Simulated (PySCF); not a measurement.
C4H4N, SMILES c1cc[c][nH]1, multiplicity 2.

Geometry optimised at B3LYP-D3(BJ)/def2-SVP. The isomer is the one that the SMILES or the coordinates give; other isomers of the formula were not compared.

These are CAM-B3LYP/def2-TZVP (PySCF) values and carry that method's errors.

The molecule is in vacuum.

Q: Estimate the frontier levels, dipole moment and polarisability. (Estimate from the structure and the level; the computed values follow.)

A: 
| Item | Result |
|---|---|
| α spin, highest occupied and lowest empty level | -7.66 and 1.84 eV |
| β spin, highest occupied and lowest empty level | -7.39 and -1.70 eV |
| dipole moment | 1.79 D |
| quadrupole, principal values (traceless, Buckingham form, about the centre of nuclear charge) | -7.89, -0.92, 8.81 D·Å |
| mean static polarisability | 48.7 bohr³ (7.22 Å³) |
| polarisability, principal values | 33.6, 54.5, 58.0 bohr³ |
| ⟨S²⟩ | 0.760 (pure state 0.75) |
